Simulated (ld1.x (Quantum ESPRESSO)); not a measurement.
Ir: excitation energies, all-electron against TM

```json
{
  "Element": "iridium",
  "Generator": "ld1.x (Quantum ESPRESSO) 7.5",
  "Type": "norm-conserving Troullier–Martins (Kleinman–Bylander form)",
  "Functional": "PBE",
  "Relativity": "scalar-relativistic",
  "Frozen core": "[Kr] 4d10 4f14 5s2",
  "Valence charge": "15",
  "Reference configuration": "5p6 5d7 6s2 6p0",
  "Partial waves": "6s (bound): rc 2.25 bohr; 5p (bound): rc 1.05 bohr; 5d (bound): rc 2.30 bohr",
  "Local potential": "all-electron potential smoothed inside 1.20 bohr (lloc = -1)",
  "Core correction": "none"
}
```

Energies are relative to the spin-unpolarised reference configuration 5p6 5d7 6s2 6p0; without spin polarisation the order of configurations can differ from experiment. Not all tests gave a result: 2 of 7 tests not solved or not reliable. Left out of the table: 5p6 5d7 6s1 6p0 (pseudo-atom not self-consistent, printed error -7.3 meV); 5p5 5d7 6s2 6p0 (solver errors, printed error -1784 eV). The frozen-core shift is the all-electron ΔE with the core orbitals held at their reference shape minus the fully relaxed ΔE.

```json
{"valence configuration": "5p6 5d7 6s0 6p0", "charge": "+2", "ΔE all-electron (eV)": "27.348", "error AE − PS (meV)": "-37", "frozen-core shift (meV)": "+9.9"}
{"valence configuration": "5p6 5d8 6s1 6p0", "charge": "0", "ΔE all-electron (eV)": "-0.334", "error AE − PS (meV)": "-20", "frozen-core shift (meV)": "+8.9"}
{"valence configuration": "5p6 5d7 6s1.5 6p0", "charge": "+0.5", "ΔE all-electron (eV)": "4.035", "error AE − PS (meV)": "-2.3", "frozen-core shift (meV)": "+1.6"}
{"valence configuration": "5p6 5d7 6s0 6p2", "charge": "0", "ΔE all-electron (eV)": "11.007", "error AE − PS (meV)": "+72", "frozen-core shift (meV)": "+3.1"}
```

What are ΔE and the potential's error for 5p6 5d6 6s0 6p0?

ΔE = 57.889 eV all-electron; the error (AE − PS) is +14 meV.

Levels in the configuration 5p6 5d7 6s0 6p2:

```
level  all-electron (eV)  pseudo (eV)
   5p            -58.283      -58.045
   5d            -10.448      -10.332
   6p             -2.825       -2.838
```

These tests converged, but a pseudo level misses the all-electron one widely, so the file describes the atom poorly there or has found another state: 5p6 5d6 6s0 6p0: empty 6s by 4.4 eV. ld1.x printed “convergence not achieved” for 1 of the counted tests; its residual had stalled under 1e-8, short of the target of 1e-14.

Note: ghost state, extra bound levels that the all-electron valence spectrum of the same l lacks: s at -271.7 eV. A true bound ghost makes a file unfit for plane-wave use.
